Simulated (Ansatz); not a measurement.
Cd10Te10H30⁻. The state is a doublet with charge -1. Geometry PBE-D4/def2-SVP, that of the neutral singlet; atoms count from 1.

```xyz
50

Cd   -1.3258    1.4065    3.4949
Cd    1.4544   -4.1677    3.3334
Cd   -4.0070    0.4566    0.3085
Cd   -1.6422   -4.8351   -1.8802
Cd    3.4039   -1.2113    3.9007
Cd   -0.7230    3.6495   -0.1684
Cd    4.8609    1.3549   -1.3478
Cd    0.7658   -0.9436   -0.2978
Cd   -2.0536   -2.0116   -4.0126
Cd    2.4814    1.7935   -3.9542
Te   -0.4890   -1.5233    3.9538
Te    1.6085    2.1511    3.7385
Te   -1.2192    0.9788    0.6839
Te    0.1816   -3.6388    0.4433
Te   -3.5730   -2.4847   -0.4334
Te   -3.7219    1.0950   -2.6291
Te    3.2586   -0.2642    0.8929
Te    2.3250    3.3366   -0.4072
Te   -0.7693    3.5446   -3.2228
Te    0.4307   -0.4027   -3.0600
H    -2.3994    2.0501    4.6468
H     2.7548   -3.0267    3.1174
H     0.5099   -5.4485    3.9011
H    -5.4414    0.7927    1.1598
H    -2.2350   -6.2694   -1.2132
H    -1.1883   -3.5895   -3.0180
H     1.8247   -0.4639    4.2847
H     5.0520   -1.4374    4.2540
H    -1.2092    5.1616    0.4625
H     6.2076    1.9415   -0.5174
H     3.7663    0.8731   -2.6209
H    -3.1237   -1.4004   -2.6954
H    -1.8929   -2.2889   -5.6853
H     1.7694    3.0011   -2.8271
H     3.0043    1.4079   -5.5272
H    -0.4267   -1.4904    5.6338
H    -2.0867   -2.1336    4.0542
H     1.6477    2.1453    5.4166
H     1.2554    3.8203    3.7758
H     1.5919   -4.0923   -0.3524
H    -4.2254   -3.1573    1.0021
H    -5.0781   -2.6585   -1.1618
H    -5.1132    0.4489   -3.3181
H    -4.5216    2.6084   -2.5153
H     3.9275   -1.6921    0.3082
H     2.6915    3.9298    1.1638
H     2.5212    4.8985   -1.0028
H    -0.0245    5.0533   -3.1969
H    -2.2810    4.3430   -3.2856
H     1.4760   -1.6102   -3.5798
```

In the def2 sets Cd, Te take a core potential; there is no spin–orbit coupling. Single mean-field runs in def2-TZVP are fitted with def2-universal-jkfit.

Problem. Estimate the Mulliken populations of the heavy atoms from the PBE0/def2-TZVP orbitals of Ansatz.

Solution. 
```json
{"atom": "Cd1", "charge (e)": "0.46", "spin (α − β)": "0.00", "d electrons": "9.98"}
{"atom": "Cd2", "charge (e)": "0.35", "spin (α − β)": "0.00", "d electrons": "9.96"}
{"atom": "Cd3", "charge (e)": "0.40", "spin (α − β)": "0.07", "d electrons": "9.98"}
{"atom": "Cd4", "charge (e)": "0.36", "spin (α − β)": "0.00", "d electrons": "9.96"}
{"atom": "Cd5", "charge (e)": "0.33", "spin (α − β)": "0.01", "d electrons": "9.96"}
{"atom": "Cd6", "charge (e)": "0.36", "spin (α − β)": "0.08", "d electrons": "9.98"}
{"atom": "Cd7", "charge (e)": "0.36", "spin (α − β)": "0.00", "d electrons": "9.96"}
{"atom": "Cd8", "charge (e)": "0.61", "spin (α − β)": "0.04", "d electrons": "10.01"}
{"atom": "Cd9", "charge (e)": "0.33", "spin (α − β)": "0.02", "d electrons": "9.96"}
{"atom": "Cd10", "charge (e)": "0.33", "spin (α − β)": "0.02", "d electrons": "9.96"}
{"atom": "Te11", "charge (e)": "-0.17", "spin (α − β)": "0.04", "d electrons": "–"}
{"atom": "Te12", "charge (e)": "-0.15", "spin (α − β)": "0.05", "d electrons": "–"}
{"atom": "Te13", "charge (e)": "-0.75", "spin (α − β)": "0.00", "d electrons": "–"}
{"atom": "Te14", "charge (e)": "-0.49", "spin (α − β)": "0.02", "d electrons": "–"}
{"atom": "Te15", "charge (e)": "-0.16", "spin (α − β)": "0.04", "d electrons": "–"}
{"atom": "Te16", "charge (e)": "-0.15", "spin (α − β)": "0.04", "d electrons": "–"}
{"atom": "Te17", "charge (e)": "-0.47", "spin (α − β)": "0.01", "d electrons": "–"}
{"atom": "Te18", "charge (e)": "-0.18", "spin (α − β)": "0.05", "d electrons": "–"}
{"atom": "Te19", "charge (e)": "-0.10", "spin (α − β)": "0.02", "d electrons": "–"}
{"atom": "Te20", "charge (e)": "-0.46", "spin (α − β)": "-0.01", "d electrons": "–"}
```
Mulliken values depend strongly on the basis.

Problem. Where does the spin sit?

Solution. Summed by element: Cd 0.23, Te 0.26, H 0.51, of 1 unpaired in all. Largest on single atoms: H47 0.09, H43 0.08, Cd6 0.08.

Problem. And the Mayer bond orders between heavy atoms (over 0.3)?

Solution. Cd1–Te12 0.36 (3.04 Å); Cd1–Te13 0.54 (2.85 Å); Cd3–Te13 0.50 (2.86 Å); Cd3–Te15 0.31 (3.06 Å); Cd3–Te16 0.36 (3.02 Å); Cd6–Te13 0.53 (2.85 Å); Cd6–Te18 0.33 (3.07 Å); Cd6–Te19 0.37 (3.06 Å); Cd8–Te13 0.40 (2.93 Å); Cd8–Te14 0.56 (2.86 Å); Cd8–Te17 0.57 (2.84 Å); Cd8–Te20 0.55 (2.83 Å).
